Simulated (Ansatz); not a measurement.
The molecule SiAs, multiplicity 4 (an upper state: multiplicity 2 came lower at CCSD(T)/def2-TZVPP on PBE0 minima). No spin–orbit coupling. As is treated without relativity.

The constants come from a fifth-degree fit in 1/R (seven points, main isotopes). Runs in def2 and cc sets follow the lowest solution found near the PBE0 minimum.

The values were computed with Ansatz (Gaussian basis) for Hartree–Fock, density functionals and correlated methods. Values without a source in brackets are computed.

```csv
level,r_e (Å),ω_e (cm⁻¹),α_e (cm⁻¹),B_e (cm⁻¹),dipole (D)
PBE/def2-TZVPP,2.482,321,0.00069,0.134,0.30
PBE0/def2-TZVPP,2.453,337,0.00069,0.137,0.14
wB97X-V/def2-TZVPP,2.438,348,0.00067,0.139,0.00
CCSD/def2-TZVPP,2.454,335,0.00074,0.137,-
CCSD(T)/def2-TZVPP,2.460,330,0.00075,0.137,-
```

Correlated levels freeze the inner cores; with def2 sets outer-core shells near the valence are correlated too.

Ansatz is a first-principles code.
